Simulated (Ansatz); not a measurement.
Method: frozen-core CCSD(T)/cc-pVTZ // B3LYP-D3(BJ)/def2-TZVP (Ansatz, a first-principles code).

Ansatz 0.2 input:
```yaml
crystal:
  periodic: [false, false, false]
  atoms:
    - { symbol: C, position_ang: [-1.227883, 0.038661, -0.034926] }
    - { symbol: C, position_ang: [0.073341, -0.66335, -0.27884] }
    - { symbol: C, position_ang: [1.289289, -0.186112, -0.02517] }
    - { symbol: O, position_ang: [1.610871, 1.028955, 0.504652] }
    - { symbol: H, position_ang: [-1.861011, -0.526909, 0.654149] }
    - { symbol: H, position_ang: [-1.106233, 1.036654, 0.394284] }
    - { symbol: H, position_ang: [-1.793382, 0.160258, -0.962809] }
    - { symbol: H, position_ang: [0.026061, -1.658178, -0.703592] }
    - { symbol: H, position_ang: [2.183368, -0.759015, -0.231244] }
    - { symbol: H, position_ang: [0.805578, 1.529036, 0.683494] }
basis:
  gaussian: { orbitals: cc-pVTZ }
correlation:
  method: ccsd_t
```

Output:

```
Functional definition: HF
1169 factors; integrals over basis functions are off by at most 1.1e-3 eV
mean field evaluation 1: about -5221.7557 eV, gradient 3.5e1 eV
mean field evaluation 2: about -5221.7584 eV, gradient 3.5e1 eV
mean field evaluation 4: about -5224.6635 eV, gradient 3.9e0 eV
mean field evaluation 8: about -5224.7070 eV, gradient 2.8e-4 eV
mean field evaluation 16: about -5224.7056 eV, gradient 2.6e-1 eV
mean field -5224.70701512 eV, -192.0044413722 hartree, gradient 3.0e-6 eV, S^2 0.000000; 0 other end points of the search recorded, 0 dependent functions left out
4 core orbitals not correlated
reference -5224.70701512 eV, -192.0044413722 hartree; 12, 12 occupied and 188, 188 virtual orbitals, 1169 factors
second order -20.27501693 eV of doubles, -0.00000000 eV of singles
cycle   1  -20.50932079 eV  change   -2.3e-1 eV  update   9.2e-2
cycle   2  -20.98651880 eV  change   -4.8e-1 eV  update   2.8e-2
cycle   3  -21.09945020 eV  change   -1.1e-1 eV  update   1.5e-2
cycle   4  -21.09230673 eV  change    7.1e-3 eV  update   3.6e-3
cycle   5  -21.09181100 eV  change    5.0e-4 eV  update   1.6e-3
cycle   6  -21.09240700 eV  change   -6.0e-4 eV  update   3.9e-4
cycle   7  -21.09218535 eV  change    2.2e-4 eV  update   1.4e-4
cycle   8  -21.09214584 eV  change    4.0e-5 eV  update   5.0e-5
cycle   9  -21.09215079 eV  change   -5.0e-6 eV  update   2.1e-5
perturbative correction -0.87224924 eV, -0.0320545683 hartree
Total energy: -5246.67141516 eV, -192.8116181854 hartree
```

Cost: roughly 28 core-seconds.
